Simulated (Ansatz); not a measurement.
Calculated with Ansatz (gas phase, PBE0-D4/def2-TZVP geometries, no zero-point term in ΔE). CBS: MP2 limit from def2 TZ/QZ plus the TZ coupled-cluster correction, frozen cores. This one scheme is used for every species. DFT in def2-TZVPP. B3LYP here is the variant with VWN-RPA as its local correlation; programs differ in this. def2 core potentials past Kr. For Ga, In outer-core shells are correlated without core-valence functions, which leaves a few kJ/mol of doubt a bond. Scalar relativity is left out up to krypton. One conformer a species, not always the lowest.

Consider the formal exchange of groups at the In–O bond: `[CH3][In]([OH])[OH]` + `[GaH3]` → `[CH3][In]([OH])[GaH2]` + H₂O.

Problem. Is it downhill or uphill in electronic energy at CCSD(T)/CBS, and by how much? (Best estimate.)

Solution. Computed: Downhill: ΔE = -0.32 eV.

Problem. What do these levels give: r2SCAN-D4, PBE0-D4, B3LYP-D4, r2SCANh-D4, ωB97M-V, B2PLYP, revPBE, BLYP, B3LYP, r2SCANh, CCSD/def2-TZVPP, CCSD/CBS(def2)? (An estimate is asked.)

Solution. Ansatz gave: r2SCAN-D4 -0.30, PBE0-D4 -0.40, B3LYP-D4 -0.33, r2SCANh-D4 -0.32, ωB97M-V -0.28, B2PLYP -0.27, revPBE -0.35, BLYP -0.28, B3LYP -0.30, r2SCANh -0.32, CCSD/def2-TZVPP -0.31, CCSD/CBS(def2) -0.33 eV.

Largest T1 diagnostic among the species: 0.016.

In def2-TZVPP, CCSD(T) changes the Hartree–Fock value by −0.08 eV (the triples alone add +0.01 eV) and MP2 by −0.08 eV. Leaving LDA and LC-ωPBE aside and taking each functional with its dispersion term where it has one, the values, not all of them listed here, spread over 0.25 eV, from HSE06-D4 to B97M-V. LDA lies −0.03 eV from PBE without D4. At CCSD(T), def2-SVP lies +0.07 eV from the extrapolated value and def2-TZVPP +0.02 eV.
